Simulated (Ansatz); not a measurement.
Total energies of C$_{4}$H$_{9}$CuO, SMILES `CC(C)(C)[O][Cu]`.

Cartesian coordinates in Å:
```
C -1.211 0.135 0.741
C -0.033 0.068 -0.228
C 0.835 1.318 -0.069
C 0.803 -1.177 0.060
O -0.477 0.074 -1.554
Cu -1.539 -1.256 -2.135
H -1.829 1.007 0.514
H -0.887 0.196 1.784
H -1.832 -0.762 0.631
H 1.669 1.279 -0.771
H 1.232 1.401 0.946
H 0.243 2.208 -0.289
H 1.627 -1.244 -0.654
H 1.216 -1.174 1.073
H 0.182 -2.074 -0.050
```

Charge 0, multiplicity 1. For Cu the d shell is correlated and the shells below it are frozen. Scalar relativity is left out up to krypton. The geometry is a stationary point of PBE0-D4/def2-TZVP. Basis def2-TZVPP, Ansatz 0.2.0.

RPA on PBE orbitals: Hartree–Fock energy of these orbitals -1870.47233 Eh, correlation -2.18574 Eh (frozen core).

| functional | energy without D4 (Eh) | D4 term (kJ/mol) |
| --- | --- | --- |
| B2PLYP | -1873.19395 | – |
| PBE-QIDH | -1872.86458 | – |

(1) Give the same for LDA (SPW92), PBE, revPBE, BLYP, r2SCAN, B97M-V, PBE0, B3LYP, r2SCANh, r2SCAN0, HSE06 (plane-wave form), BHLYP, CAM-B3LYP, LC-ωPBE, ωB97X-V, ωB97M-V. (Estimate.)

B3LYP takes the VWN-RPA correlation (the form of Gaussian; ORCA's B3LYP/G). HSE06 is the plane-wave form, built on full-range PBE exchange. The double hybrids freeze the cores in their second-order part.

Answers

(1) Computed: 
| functional | energy without D4 (Eh) | D4 term (kJ/mol) |
| --- | --- | --- |
| LDA (SPW92) | -1868.88436 | – |
| PBE | -1873.12816 | -35.1 |
| revPBE | -1873.49738 | -113.8 |
| BLYP | -1873.66643 | -77.8 |
| r2SCAN | -1873.52383 | -9.0 |
| B97M-V | -1873.31891 | – |
| PBE0 | -1873.14839 | -29.7 |
| B3LYP | -1873.72978 | -56.1 |
| r2SCANh | -1873.49030 | -9.4 |
| r2SCAN0 | -1873.44316 | -10.4 |
| HSE06 (plane-wave form) | -1873.13230 | -27.5 |
| BHLYP | -1873.46545 | -40.3 |
| CAM-B3LYP | -1873.65826 | -29.8 |
| LC-ωPBE | -1873.32066 | – |
| ωB97X-V | -1873.44276 | – |
| ωB97M-V | -1873.46925 | – |

LC-ωPBE has ω = 0.4 bohr⁻¹.
